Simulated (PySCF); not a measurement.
# Ionisation energy of Lu by level of theory

Lu [Xe] 4f14 5d1 6s2 [5d3/2^1, M_J = 3/2] → Lu⁺ [Xe] 4f14 6s2, as a difference of total energies. Calculation: PySCF 2.14, in x2c-SVPall-2c with one added diffuse shell each of s, p, d type (8s11p10d2f1g, 114 functions); the two-component X2C-1e Hamiltonian. Correlated levels: [Ar] 3d10 frozen; the 6 highest virtual spinors dropped. "Screened" scales the spin-orbit matrix elements by Boettger's factors to mimic the two-electron term; Breit and QED terms are absent.

| method | ionisation energy (eV) |
| --- | --- |
| GHF (spin-free) | 1.311 |
| GMP2 (spin-free) | 1.390 |
| GHF (screened spin-orbit) | 4.562 |
| GMP2 (screened spin-orbit) | 5.195 |

The spin-free rows lack the spin-orbit shift.

Errors of the correlated levels include the incompleteness of this basis and the frozen core.

MP2 underrates the near-degeneracy of ns² with np² in the lower species.

Task: Which method comes closest to the reference value, and which is furthest?

Result: The reference is 5.426 eV (measured; NIST Atomic Spectra Database, ionization energies). Closest: GMP2 (screened spin-orbit) (error -0.231 eV); furthest: GHF (spin-free) (error -4.115 eV).
